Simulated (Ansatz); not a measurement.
Compare A (`COC1OB1F`) with its isomer B (`B/C(O)=C(\O)F`).

Gas-phase electronic energies from Ansatz, PBE0-D4/def2-TZVP geometries. CCSD(T)/CBS adds triple-zeta CCSD(T) − MP2 to the extrapolated MP2 energy (def2 sets, frozen cores). DFT in def2-TZVPP. B3LYP here is the variant with VWN-RPA as its local correlation; programs differ in this. Each species was taken in one conformer, which may not be the lowest.

A:

```xyz
10

C     0.5652   -0.5481    1.4006
O    -0.2780    0.3627    0.7128
C    -0.5432    0.0217   -0.5600
O     0.5390    0.4790   -1.6079
B    -0.6458    1.0597   -1.6483
F    -1.2440    1.9929   -2.3418
H     0.5903   -0.2336    2.4425
H     0.1668   -1.5667    1.3360
H     1.5759   -0.5258    0.9849
H    -0.7261   -1.0418   -0.7188
```

B:

```xyz
10

B    -0.224   -1.006   -0.785
C     0.410   -0.124    0.238
O     1.560   -0.415    0.938
C    -0.156    1.082    0.540
O    -1.245    1.613    0.032
F     0.370    1.880    1.427
H     0.252   -2.067   -1.067
H    -1.233   -0.669   -1.349
H     1.862   -1.277    0.644
H    -1.596    0.985   -0.619
```

(1) Which isomer does CCSD(T)/CBS put lower? Give the gap. (Estimate.)

(2) Give E(B) − E(A) in kJ/mol with CCSD(T)/def2-TZVPP, ωB97M-V, PBE-D4, B3LYP-D4, PBE0-D4, MP2/def2-TZVPP, r2SCAN-D4. (An estimate is asked.)

Largest T1 diagnostic: 0.014.

## Answers

(1) The calculation gave: A, by 215.6 kJ/mol.

(2) Ansatz gave: CCSD(T)/def2-TZVPP 217.1, ωB97M-V 208.6, PBE-D4 193.8, B3LYP-D4 202.7, PBE0-D4 198.7, MP2/def2-TZVPP 226.4, r2SCAN-D4 199.6. None reverses the order clearly.

In def2-TZVPP, CCSD(T) changes the Hartree–Fock value by +8.0 kJ/mol (the triples alone add −2.6 kJ/mol) and MP2 by +17.3 kJ/mol. From PBE to PBE0 (25 % exact exchange), in def2-TZVPP and without D4, E(B) − E(A) moves by +4.6 kJ/mol.
